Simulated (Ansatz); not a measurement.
Li6Al4⁻, relaxed as a doublet with UKS PBE-D4/def2-SVPD in Ansatz, starting from packed atoms. Force threshold 0.02 eV/Å.

The highest occupied level of the charge -1 doublet lies above zero (up to 0.06 eV). The electron is either unbound and held by the finite basis, or the level is raised by self-interaction error. The structure comes from a short search, and lower isomers may exist.

Start:

```xyz
10

Al   -1.586    0.705   -0.254
Al    0.119    2.499   -0.199
Al    1.017    0.073    1.962
Al    2.460   -1.207   -1.418
Li   -1.564   -1.407   -1.404
Li   -0.771    1.861    2.422
Li    0.218    0.083   -2.054
Li    0.422   -1.583    0.205
Li   -2.112   -1.823    1.032
Li    1.797    0.798   -0.291
```

```csv
step,energy (eV),largest force component (eV/Å),SCF passes
1,-27588.6913,1.189,79
2,-27589.4566,0.699,48
3,-27589.8611,0.527,82
4,-27590.2064,0.385,52
5,-27590.5738,0.411,57
6,-27590.9055,0.466,50
7,-27591.2523,0.462,52
8,-27591.5729,0.440,52
9,-27591.8265,0.220,54
10,-27591.9520,0.250,65
11,-27592.1265,0.176,56
12,-27592.2220,0.140,44
13,-27592.3183,0.188,36
14,-27592.3903,0.112,38
15,-27592.4294,0.118,35
16 (rejected),-27592.4150,0.063,31
17,-27592.4504,0.167,30
18,-27592.4520,0.159,28
19 (rejected),-27592.4520,0.311,28
20,-27592.4569,0.088,29
21,-27592.4584,0.019,27
```

Force components are those of the run's own axes.

End:

```xyz
10

Al   -1.6781    0.6939   -0.5355
Al    0.4884    2.1107    0.0464
Al    0.7732    0.0805    1.7274
Al    0.6016   -0.9187   -0.9056
Li   -1.7298   -1.6333   -1.8430
Li   -1.4338    1.6779    2.0052
Li    0.2249    1.2181   -2.5526
Li    1.4274   -2.4219    1.0668
Li   -1.4452   -1.3791    1.1934
Li    2.7715    0.5718   -0.2026
```

Bonds lost: Li5–Li7, Li5–Li8, Li7–Li8, Li7–Li10, Li8–Li10 (atoms count from 1). Bonds formed: Al1–Al4, Al2–Al3, Al3–Al4, Al3–Li9, Al4–Li5, Al4–Li9 (atoms count from 1). Metal–metal contacts that move far: Li5–Li9 2.53 to 3.06 Å.

No frequencies were taken in this run, so the end may be a saddle point.

It took 2.2 min on 4 threads of Arm Neoverse V1 on a shared host.
